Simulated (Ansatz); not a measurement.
A search over several starts for the lowest SCF solution of VF₃ at the given spin, in a small basis.

```yaml
crystal:
  periodic: [false, false, false]
  atoms:
    - {symbol: V, position_ang: [-0.000221, -0.000377, -0.000401]}
    - {symbol: F, position_ang: [1.715953, -0.025053, 0.015244]}
    - {symbol: F, position_ang: [-0.834898, 1.499239, -0.024387]}
    - {symbol: F, position_ang: [-0.880833, -1.473810, 0.009554]}
basis:
  gaussian: {orbitals: def2-SVP, initial_orbitals: start.molden}
hamiltonian: {xc: pbe0, dispersion: d4}
output: {orbitals: {seedname: orbitals}}
```

The file start.molden holds the orbitals of an earlier run on this structure, at another level or in another basis.

```sh
$ ansatz run in.yaml --threads 4 --pin off --events-out ev --progress --plain --max-ram 3916MiB
```

Shortened log:

```
Functional definition: PBE0
731 factors; integrals over basis functions are off by at most 1.2e-3 eV
mean field evaluation 1: about -33817.7107 eV, gradient 1.3e1 eV
mean field evaluation 2: about -33818.0280 eV, gradient 2.7e-1 eV
mean field evaluation 4: about -33818.1099 eV, gradient 2.4e-3 eV
mean field evaluation 8: about -33812.7947 eV, gradient 5.6e1 eV
mean field evaluation 16: about -33818.1099 eV, gradient 1.1e-1 eV
mean field evaluation 32: about -33818.1008 eV, gradient 1.3e0 eV
mean field -33818.10992294 eV, -1242.7926169298 hartree, gradient 1.8e-5 eV, S^2 0.000000; 5 other end points of the search recorded, 0 dependent functions left out
reference -33818.10999994 eV, -1242.7926197595 hartree; 25, 25 occupied and 48, 48 virtual orbitals, 731 factors
Total energy: -33818.15627190 eV, -1242.7943202229 hartree
```

Run time 1.2 s (4 threads of Intel Xeon Platinum 8488C on a shared host).

The restricted singlet is unstable towards broken spin symmetry at other levels; at PBE0-D4/def2-SVP this wasn't settled. The geometry of the singlet was relaxed on an unsound state (restricted singlet, unstable towards broken spin symmetry at other levels and untested here). At PBE0-D4/def2-TZVP a triplet of charge 0 lies 0.92 eV below the restricted singlet, each at its own geometry.
